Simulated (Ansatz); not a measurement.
C₄H₁₁BO (`CCB(O)CC`) at its PBE0-D4/def2-TZVP geometry, where that method's forces vanish. Total charge 0; spin multiplicity 1.

```xyz
17

C    -0.5720   -0.9490   -1.6987
C    -0.2866    0.5369   -1.5051
B     0.1696    0.9900   -0.0695
O     1.0469    2.0350   -0.0213
C    -0.3308    0.3123    1.2683
C     0.6088   -0.8218    1.6993
H     0.3369   -1.5473   -1.5929
H    -0.9810   -1.1567   -2.6905
H    -1.2924   -1.3212   -0.9654
H    -1.2107    1.1036   -1.7010
H     0.4285    0.8956   -2.2524
H     1.2513    2.3130    0.8755
H    -0.3915    1.0525    2.0768
H    -1.3415   -0.0903    1.1452
H     0.6609   -1.6069    0.9413
H     1.6279   -0.4591    1.8601
H     0.2758   -1.2867    2.6303
```

(1) What forces (eV/Å) does PBE-D4/def2-TZVPP give on these atoms in Ansatz? (Best estimate.)

Answers

(1) Ansatz gave: 
```
C1  -0.009 -0.008 -0.018
C2   0.059  0.017  0.091
B3  -0.226 -0.226  0.026
O4   0.216  0.232 -0.454
C5   0.012  0.066 -0.099
C6   0.005 -0.017  0.014
H7   0.172 -0.124  0.022
H8  -0.084 -0.058 -0.196
H9  -0.141 -0.083  0.141
H10 -0.174  0.114 -0.049
H11  0.132  0.082 -0.162
H12  0.101  0.140  0.456
H13 -0.020  0.148  0.163
H14 -0.208 -0.081 -0.015
H15  0.017 -0.159 -0.144
H16  0.202  0.061  0.035
H17 -0.055 -0.105  0.189
```
